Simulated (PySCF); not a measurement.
Computed shifts of a molecule C₄H₄Cl₂, B3LYP/pcSseg-1 (PySCF), GIAO, gas phase, atoms alike by connectivity averaged where their shifts nearly agree, in ppm (number of nuclei): ¹³C: 220.0 (1), 125.2 (1), 110.2 (1), 21.7 (1). ¹H: 6.25 (1), 2.22 (3). References: ¹³C against TMS (σ = 181.3 ppm); ³⁵Cl against HCl (σ = 933.3 ppm); ¹H against TMS (σ = 31.68 ppm), references at their B3LYP-D3(BJ)/def2-TZVP geometries, non-relativistic (without spin–orbit terms, shifts of atoms bonded to Cl or Br come out too high). Geometry optimised at B3LYP-D3(BJ)/def2-SVP. Other conformers were not sampled.

Q: Pick the molecule that these values belong to.
(A) C=C=C(Cl)CCl
(B) C=C=CC(Cl)Cl
(C) CC=C=C(Cl)Cl
(D) C=C(Cl)/C=C\Cl

A: C, CC=C=C(Cl)Cl
